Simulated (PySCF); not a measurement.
TDDFT excited states: C3H7FOSi

C3H7FOSi.
Z-matrix (Å and degrees, GFN2-xTB geometry), rows numbered from 1:
```
F 
C   1  1.3432
C   2  1.3181  1  121.70
C   3  1.4961  2  123.18  1   179.96
O   4  1.3911  3  111.54  2    -0.03
Si  5  1.6218  4  129.42  3  -179.96
H   2  1.0786  1  112.63  3   179.99
H   3  1.0797  2  120.76  1    -0.02
H   4  1.1001  3  108.99  2  -121.72
H   4  1.1001  3  109.05  2   121.69
H   6  1.4662  5  111.10  4   -60.06
H   6  1.4520  5   98.76  4   179.94
H   6  1.4662  5  111.06  4    59.99
```

Theory: PySCF 2.14.0, density-fitted response routines, TDDFT wB97X-D/def2-SVPD, vertical, gas phase, core orbitals frozen in the response.

```csv
state,E (eV),ν̃ (cm⁻¹),f,|μ| (D),symmetry,"main configurations (H = HOMO, L = LUMO)"
S1,7.06,56970,0.0000,0.02,–,"H→L (58%), H-1→L (32%)"
S2,7.46,60150,0.010,0.59,A″,"H-1→L (49%), H→L+4 (18%), H→L (12%)"
S3,7.52,60690,0.351,3.51,A′,H→L+2 (96%)
S4,7.66,61810,0.016,0.75,A″,"H→L+3 (46%), H→L+4 (24%), H→L+5 (17%)"
S5,7.92,63900,0.0021,0.26,A″,"H→L+4 (28%), H→L+3 (28%), H→L (21%)"
S6,7.95,64110,0.021,0.84,A′,H-2→L (91%)
S7,8.43,68000,0.059,1.36,A″,"H-1→L+1 (46%), H→L+1 (36%)"
S8,8.52,68720,0.0038,0.34,A″,"H-2→L+2 (26%), H-1→L+4 (18%), H→L+5 (17%)"
```

Triplets (Tamm–Dancoff): T1 4.61 eV, H→L+2 (92%); T2 6.91 eV, H-1→L (53%), H→L (37%); T3 7.33 eV, H→L (32%), H-1→L (28%), H→L+3 (18%).

The lowest singlet comes at 176 nm (682 kJ/mol) in the vacuum ultraviolet; it is dark (f under 0.0005); its leading configuration is HOMO→LUMO (58%). The strongest level in the table is S3 at 7.52 eV (165 nm, f = 0.351). Löwdin shares by element: HOMO carbon 71%, fluorine 14%; LUMO silicon 38%, hydrogen 22% or more, carbon 10% or more (atoms not listed hold the other 30%). Of the 8 states listed, 5 reach f = 0.01 and 1 stays under 0.0005. Weighted by f, the mean energy of these states is 7.67 eV. The oscillator strengths of these states sum to 0.464; summed over the whole spectrum of an exact calculation they would give the number of electrons, 56 (Thomas–Reiche–Kuhn). No computed singlet lies in the visible range (380 to 750 nm); the lowest, at 176 nm, stands 3.80 eV above its violet end (3.26 eV). Symmetry labels in Cs follow from the direction of the transition dipole and are given only for states with f of 0.002 or more. Only the lowest 8 singlets were computed, as vertical energies without vibronic structure.

On one thread of an Intel Xeon at 2.50 GHz, shared host with 64 logical CPUs at a one-minute load of 62, this took 60 s and 0.81 GiB of memory at its peak.

One conformer stands for the species.
